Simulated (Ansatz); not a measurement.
A CCSD(T) single point on CH₄GeOS, SMILES `O[CH]1[S][GeH2]1`.

```yaml
crystal:
  periodic: [false, false, false]
  atoms:
    - {symbol: O, position_ang: [-0.835354, 0.283545, -1.522398]}
    - {symbol: C, position_ang: [-0.458722, 0.555935, -0.212146]}
    - {symbol: S, position_ang: [-1.445459, -0.349000, 1.020463]}
    - {symbol: Ge, position_ang: [0.714877, -0.675324, 0.760832]}
    - {symbol: H, position_ang: [-0.211533, 0.721471, -2.110245]}
    - {symbol: H, position_ang: [-0.382277, 1.619086, 0.015646]}
    - {symbol: H, position_ang: [1.611275, -0.228847, 1.917696]}
    - {symbol: H, position_ang: [1.099291, -1.983967, 0.074253]}
basis:
  gaussian: {orbitals: def2-TZVPP}
correlation: {method: ccsd_t}
```

```sh
$ ansatz run in.yaml --threads 4 --pin off --events-out ev --progress --plain --max-ram 10444MiB
```

Output of Ansatz, abridged:

```
Functional definition: HF
  name "HF"
  cite "Fock, Z. Phys. 61, 126 (1930) doi:10.1007/BF01340294"
  parent pbe
  exchange = exact_x
  correlation = 0
1271 factors; integrals over basis functions are off by at most 9.8e-4 eV
mean field evaluation 1: about -70419.4947 eV, gradient 3.3e1 eV
mean field evaluation 2: about -70419.7573 eV, gradient 3.3e1 eV
mean field evaluation 4: about -70422.4030 eV, gradient 3.6e0 eV
mean field evaluation 8: about -70422.4581 eV, gradient 3.3e-1 eV
mean field -70422.45890817 eV, -2587.9776308182 hartree, gradient 7.0e-6 eV, S^2 0.000000; 0 other end points of the search recorded, 0 dependent functions left out
16 core orbitals not correlated: weight in the atoms' cores, before any rotation towards them, 1.000 or more for the frozen orbitals, at most 0.000 for the correlated occupied ones
reference -70422.45890817 eV, -2587.9776308182 hartree; 17, 17 occupied and 175, 175 virtual orbitals, 1271 factors
second order -22.80669480 eV of doubles, -0.00000000 eV of singles
cycle   1  -22.69752986 eV  change    1.1e-1 eV  update   1.1e-1
cycle   2  -23.36635216 eV  change   -6.7e-1 eV  update   3.4e-2
cycle   3  -23.48472827 eV  change   -1.2e-1 eV  update   1.7e-2
cycle   4  -23.46925097 eV  change    1.5e-2 eV  update   4.5e-3
cycle   5  -23.46772256 eV  change    1.5e-3 eV  update   2.5e-3
cycle   6  -23.46868594 eV  change   -9.6e-4 eV  update   8.3e-4
cycle   7  -23.46823892 eV  change    4.5e-4 eV  update   3.7e-4
cycle   8  -23.46817046 eV  change    6.8e-5 eV  update   1.2e-4
cycle   9  -23.46821551 eV  change   -4.5e-5 eV  update   4.8e-5
cycle  10  -23.46821499 eV  change    5.3e-7 eV  update   1.8e-5
perturbative correction -1.04509843 eV, -0.0384066591 hartree
Total energy: -70446.97222159 eV, -2588.8784784707 hartree
```

Hardware: 4 threads of an Arm Neoverse V1 on a shared host. Wall time 87 s, peak host memory 2.8 GiB.

Correlation energy per correlated electron: -0.721 eV. T1 diagnostic: 0.0129.
